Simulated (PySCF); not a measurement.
## Electron correlation in Os⁺ (osmium, charge +1)

[Xe] 4f14 5d7, high-spin 4F determinant (an excited configuration). All numbers are calculated (PySCF 2.14, scalar relativity by spin-free X2C-1e, in x2c-TZVPPall with one added diffuse shell each of s, p, d, f type (12s8p8d4f1g, 113 functions)). Frozen: [Xe] 4f14; 7 electrons correlated.

```csv
level,correlation energy (mhartree)
CCSD,-147.27
(T),-6.84
CCSD(T),-154.11
```

Diagnostics: T1 = 0.0050, D1 = 0.0077, largest double amplitude 0.070.

Q: Is a single reference adequate?

A: Mostly. T1 lies below 0.03, but a double amplitude of this size points to a near-degeneracy that CCSD handles and MP2 describes poorly.
